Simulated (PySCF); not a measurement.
# Polarisability and C₆ of F⁻ (fluorine, charge -1)

[Ne], closed-shell 1S. All numbers are calculated (PySCF 2.14, scalar relativity by spin-free X2C-1e, in x2c-TZVPPall with one added diffuse shell each of s, p, d type (6s4p3d1f, 40 functions)). Coupled (time-dependent) response in atomic units; α is the mean over directions.

| method | mean α (bohr³) | C₆ (like pair) | S(−4) |
| --- | --- | --- | --- |
| UHF | 7.779 | 30.15 | 31.91 |
| PBE0 | 9.876 | 40.66 | 61.56 |
| BHandHLYP | 8.902 | 35.58 | 47.34 |

S(−4) is the Cauchy moment in α(ω) = α(0) + S(−4) ω² + …

α(iu) at PBE0:

```
u (hartree)  α(iu) (bohr³)
          0          9.876
     0.0500          9.726
      0.100          9.320
      0.200          8.141
      0.300          6.973
      0.500          5.225
      0.750          3.799
       1.00          2.846
       1.50          1.729
       2.00          1.152
       3.00         0.6177
       5.00         0.2641
```

For an ion, C₆ is the dispersion term alone; charge-induced terms of lower order in 1/R come first.
